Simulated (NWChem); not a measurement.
# CH3IMg; SMILES [CH3][Mg][I]

def2 effective core potentials on I; no spin-orbit coupling.

### Question
Give the equilibrium geometry at PBE0/def2-SVP with def2 effective core potentials on I (NWChem) as a list of bonds and angles, with the point group.

### Answer
point group C3v; any orientation.
Bonds (Å): Mg1–I2 2.576, Mg1–C3 2.081, C3–H4 1.103, C3–H5 1.103, C3–H6 1.103. Bond angles (°): I2–Mg1–C3 180.0, Mg1–C3–H4 111.5, Mg1–C3–H5 111.5, Mg1–C3–H6 111.5, H4–C3–H5 107.4, H4–C3–H6 107.4, H5–C3–H6 107.4.
